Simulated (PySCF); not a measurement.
One of the candidates below gave these computed data.

All candidates are C2H11NSi2.

| technique | computed result |
| --- | --- |
| XPS | Si2p3/2 106.4, Si2p3/2 106.5, C1s 290.6, C1s 291.6, N1s 404.3, Si1s 1846.0, Si1s 1846.3 eV [ΔSCF SCAN, pcX-2 on the ionised atom, pcseg-1 elsewhere, spin-free X2C, 2p3/2 from a spin–orbit splitting computed afterwards within the 2p shell] |
| UV, first state | lowest singlet excitation: 5.79 eV (214 nm, f = 0.003) [TDDFT wB97X-D/def2-SVPD] |
| UV, strongest line | among the 10 lowest singlet transitions: S5 at 7.27 eV (170 nm, f = 0.071) [TDDFT wB97X-D/def2-SVPD] |
| 13C NMR | chemical shifts (computed TMS as zero) by class: 45.2 (1 C), 22.6 (1 C) ppm [GIAO B97-2/pcSseg-2] |
| Triplet | lowest triplet excitation (Tamm–Dancoff): 5.51 eV [TDA wB97X-D/def2-SVPD] |
| Polarisability | 92.1 au [wB97X-D/def2-SVPD] |
| Dipole | 1.46 D [wB97X-D/def2-SVPD] |
| Rotational structure | rotational constants A, B, C: 4.449, 1.562, 1.326 GHz [PBE0-D3(BJ)/def2-SVP] |
| NMR, other nuclei | isotropic shieldings of nuclei other than C and H, by class: 232 (1 N), 397 (1 Si), 457 (1 Si) ppm [GIAO B97-2/pcSseg-2] |

Gas-phase values; electronic properties from PySCF, density fitting. Levels stand in brackets. One conformer (not necessarily the lowest) at the PBE0-D3(BJ)/def2-SVP geometry, without solvent, vibrations or thermal averaging. NMR values are class means; diastereotopic atoms form classes of their own.

Question: Which candidate is it?
A. `CCN[SiH2][SiH3]`
B. `NCC([SiH3])[SiH3]`
C. `C[Si@@H](N)C[SiH3]`

Answer: A. It is `CCN[SiH2][SiH3]`. Numbering: `[CH3:1][CH2:2][NH:3][SiH2:4][SiH3:5]`. Its formula, C2H11NSi2, gives 0 degrees of unsaturation, so no ring and no π bond. 2 carbons fall into 2 classes; from least to most shielded: sp3 carbon bound to nitrogen [C2] (45.2 ppm), methyl carbon [C1] (22.6 ppm). The other shieldings belong to: 232 ppm, silicon-bound nitrogen [N3]; 397 ppm, SiH2 silicon [Si4]; 457 ppm, SiH3 silicon [Si5]. The core levels belong to: Si2p3/2 106.4 eV, SiH3 silicon [Si5]; Si2p3/2 106.5 eV, SiH2 silicon [Si4]; C1s 290.6 eV, methyl carbon [C1]; C1s 291.6 eV, sp3 carbon bound to nitrogen [C2]; N1s 404.3 eV, silicon-bound nitrogen [N3]; Si1s 1846.0 eV, SiH3 silicon [Si5]; Si1s 1846.3 eV, SiH2 silicon [Si4]. The optimised geometry has point group C1 and is an asymmetric top.

The others, at the same levels:
- `NCC([SiH3])[SiH3]` fails: its computed core binding energies are Si2p3/2 106.6 (×2), C1s 289.8, C1s 291.6, N1s 405.0, Si1s 1846.4 (×2) eV, rotational constant A is 3.234 GHz (against 4.449 GHz) and smallest rotational constant is 1.400 GHz (against 1.326 GHz).
- `C[Si@@H](N)C[SiH3]` fails: its computed core binding energies are Si2p3/2 106.4, Si2p3/2 106.5, C1s 289.7, C1s 290.0, N1s 404.4, Si1s 1846.3, Si1s 1846.3 eV and rotational constant A is 5.483 GHz (against 4.449 GHz).

Each candidate is one conformer, not necessarily the lowest. The conformers computed, where there is a choice (atom-mapped SMILES and torsion angles):
- `[CH3:1][CH2:2][NH:3][SiH2:4][SiH3:5]`: C1–C2–N3–Si4 84°, C2–N3–Si4–Si5 43°
- `[NH2:1][CH2:2][CH:3]([SiH3:4])[SiH3:5]`: N1–C2–C3–Si4 -168°, H–N1–C2–C3 -69°, H–N1–C2–C3 174°
- `[CH3:1][Si@@H:2]([NH2:3])[CH2:4][SiH3:5]`: C1–Si2–C4–Si5 -179°, H–N3–Si2–C1 -51°, H–N3–Si2–C1 173°
